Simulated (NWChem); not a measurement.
System: C₄H₄F₂; SMILES C(=C=CC)(F)F

Input file for NWChem:

```
start job
memory heap 200 mb stack 900 mb global 1100 mb
geometry units angstroms noautosym nocenter noautoz
  C      0.492452    -2.635356     0.000000
  C     -0.537309    -1.550147     0.000000
  C     -0.296582    -0.260582     0.000000
  C     -0.053565     1.021262     0.000000
  F      0.084452     1.765867     1.078519
  F      0.084452     1.765867    -1.078519
  H      0.365975    -3.281618     0.884063
  H      1.513168    -2.231029     0.000000
  H      0.365975    -3.281618    -0.884063
  H     -1.587897    -1.879773     0.000000
end
basis spherical
  * library def2-svp
end
dft
  xc b3lyp
  iterations 150
end
cosmo
  do_cosmo_smd true
  solvent hexane
end
task dft energy
```

Parts of the log:

```
             Northwest Computational Chemistry Package (NWChem) 7.3.0
             --------------------------------------------------------

                             Geometry "geometry" -> ""
                             -------------------------

 Output coordinates in angstroms (scale by  1.889725989 to convert to a.u.)

  No.       Tag          Charge          X              Y              Z
 ---- ---------------- ---------- -------------- -------------- --------------
    1 C                    6.0000     0.49245200    -2.63535600     0.00000000
    2 C                    6.0000    -0.53730900    -1.55014700     0.00000000
    3 C                    6.0000    -0.29658200    -0.26058200     0.00000000
    4 C                    6.0000    -0.05356500     1.02126200     0.00000000
    5 F                    9.0000     0.08445200     1.76586700     1.07851900
    6 F                    9.0000     0.08445200     1.76586700    -1.07851900
    7 H                    1.0000     0.36597500    -3.28161800     0.88406300
    8 H                    1.0000     1.51316800    -2.23102900     0.00000000
    9 H                    1.0000     0.36597500    -3.28161800    -0.88406300
   10 H                    1.0000    -1.58789700    -1.87977300     0.00000000

 Effective nuclear repulsion energy (a.u.)     213.3626548632

                                 NWChem DFT Module
                                 -----------------

 Summary of "ao basis" -> "ao basis" (spherical)
 ------------------------------------------------------------------------------
       Tag                 Description            Shells   Functions and Types
 ---------------- ------------------------------  ------  ---------------------
 C                          def2-svp                 6       14   3s2p1d
 F                          def2-svp                 6       14   3s2p1d
 H                          def2-svp                 3        5   2s1p

 in cosmo_initialize ...
 calling solv_data for solv:hexane

 solvent parameters
 solvname_short: hexane
 solvname_long:  n-hexane
 dielec:        1.8819
 dielecinf:     1.8903
 nonaqueous SMD model solvent descriptors
 dielec:        1.8819
 sola:          0.0000
 solb:          0.0000
 solc:          0.0000
 solg:         25.7500
 solh:          0.0000
 soln:          1.3749

          ---------------
          -cosmo- solvent
          ---------------
 Cosmo: York-Karplus, doi: 10.1021/jp992097l
 dielectric constant -eps-     =   1.88
 screen = (eps-1)/(eps    )    =   0.46862
 surface charge correction     = lagrangian

   van der Waals surface
 --------------------------

[...]

                                COSMO-SMD solvation results
                                ---------------------------

             internal energy in gas <Psi(g)|H|Psi(g)> =      -354.173678122234
         internal energy in solvent <Psi(s)|H|Psi(s)> =      -354.173536591414
                               delta internal energy  =         0.000141530820 (    0.09 kcal/mol)
   total free energy in solvent <Psi(s)|H+V/2|Psi(s)> =      -354.175420895556
 polarization energy contribution <Psi(s)|V/2|Psi(s)> =        -0.001884304142 (   -1.18 kcal/mol)
    total free energy in solvent including G(SMD-CDS) =      -354.176829555131
                       G(SMD-CDS) energy contribution =        -0.001408659575 (   -0.88 kcal/mol)
     1 M fixed-concentration free energy of solvation =        -0.003151432897 (   -1.98 kcal/mol)

                       DFT Final Molecular Orbital Analysis
                       ------------------------------------

 Vector   21  Occ=2.000000D+00  E=-3.846695D-01
              MO Center=  4.1D-01, -2.3D+00, -2.0D-10, r^2= 2.2D+00
   Bfn.  Coefficient  Atom+Function         Bfn.  Coefficient  Atom+Function
  ----- ------------  ---------------      ----- ------------  ---------------
    90      0.351242   8 H  s                 4      0.331050   1 C  px
   100      0.222439  10 H  s                 5      0.213741   1 C  py
    18     -0.207307   2 C  px               91      0.164251   8 H  s
    85     -0.151624   7 H  s                95     -0.151624   9 H  s
    33      0.126670   3 C  py                7      0.120069   1 C  px

 Vector   22  Occ=2.000000D+00  E=-2.867821D-01
              MO Center= -2.8D-01, -9.4D-01, -4.2D-10, r^2= 2.4D+00
   Bfn.  Coefficient  Atom+Function         Bfn.  Coefficient  Atom+Function
  ----- ------------  ---------------      ----- ------------  ---------------
    34      0.421962   3 C  pz               20      0.367213   2 C  pz
    37      0.263416   3 C  pz               23      0.236685   2 C  pz
     6     -0.141317   1 C  pz               85     -0.140786   7 H  s
    95      0.140786   9 H  s                61     -0.120744   5 F  py
    75      0.120744   6 F  py               86     -0.088627   7 H  s

 Vector   23  Occ=2.000000D+00  E=-2.531707D-01
              MO Center= -1.9D-01,  2.7D-01,  8.7D-11, r^2= 2.4D+00
   Bfn.  Coefficient  Atom+Function         Bfn.  Coefficient  Atom+Function
  ----- ------------  ---------------      ----- ------------  ---------------
    32      0.398419   3 C  px               46      0.385504   4 C  px
    35      0.313040   3 C  px               60      0.227991   5 F  px
    74      0.227991   6 F  px               63     -0.175768   5 F  px
    77     -0.175768   6 F  px               49      0.157248   4 C  px
   100      0.142818  10 H  s                 5     -0.112715   1 C  py

 Vector   24  Occ=0.000000D+00  E=-2.369294D-02
              MO Center= -3.4D-01, -7.8D-01, -1.8D-09, r^2= 2.8D+00
   Bfn.  Coefficient  Atom+Function         Bfn.  Coefficient  Atom+Function
  ----- ------------  ---------------      ----- ------------  ---------------
    23      0.574044   2 C  pz               20      0.452893   2 C  pz
    37     -0.445105   3 C  pz               34     -0.381567   3 C  pz
    48     -0.200952   4 C  pz               51     -0.183140   4 C  pz
    86     -0.169508   7 H  s                96      0.169508   9 H  s
    61      0.142098   5 F  py               75     -0.142098   6 F  py

 Vector   25  Occ=0.000000D+00  E= 2.308459D-02
              MO Center= -2.6D-01, -3.2D-01, -7.8D-11, r^2= 4.4D+00
   Bfn.  Coefficient  Atom+Function         Bfn.  Coefficient  Atom+Function
  ----- ------------  ---------------      ----- ------------  ---------------
     3      1.106963   1 C  s               101     -0.628445  10 H  s
    46      0.498420   4 C  px               49      0.455012   4 C  px
    86     -0.398681   7 H  s                96     -0.398681   9 H  s
    21     -0.371569   2 C  px               32     -0.365562   3 C  px
    35     -0.357265   3 C  px               91     -0.291812   8 H  s

 Vector   26  Occ=0.000000D+00  E= 8.229472D-02
              MO Center=  4.7D-01, -2.6D+00,  1.6D-08, r^2= 5.8D+00
   Bfn.  Coefficient  Atom+Function         Bfn.  Coefficient  Atom+Function
  ----- ------------  ---------------      ----- ------------  ---------------
     3      2.517200   1 C  s                86     -1.199394   7 H  s
    96     -1.199394   9 H  s                91     -0.997406   8 H  s
     8     -0.401740   1 C  py               35      0.338693   3 C  px
    31     -0.289930   3 C  s               101     -0.280772  10 H  s
    49     -0.273519   4 C  px               21     -0.269323   2 C  px

     Multipole analysis of the density
     ---------------------------------

     L   x y z        total         alpha         beta         nuclear
     -   - - -        -----         -----         ----         -------
     0   0 0 0     -0.000000    -23.000000    -23.000000     46.000000

     1   1 0 0     -0.080264      0.141912      0.141912     -0.364088
     1   0 1 0     -1.035713     -1.049465     -1.049465      1.063217
     1   0 0 1     -0.000000     -0.000000     -0.000000      0.000000

     2   2 0 0    -24.005902    -27.964874    -27.964874     31.923845
     2   1 1 0      0.252662      5.058771      5.058771     -9.864880
     2   1 0 1     -0.000000     -0.000000     -0.000000      0.000000
     2   0 2 0    -22.610227   -277.227701   -277.227701    531.845176
     2   0 1 1     -0.000000     -0.000000     -0.000000      0.000000
     2   0 0 2    -26.267793    -53.309786    -53.309786     80.351779
```

Level: B3LYP/def2-SVP, SMD on the gas-phase geometry. The geometry was optimised at PBE0/def2-SVP. Solvent: n-hexane.
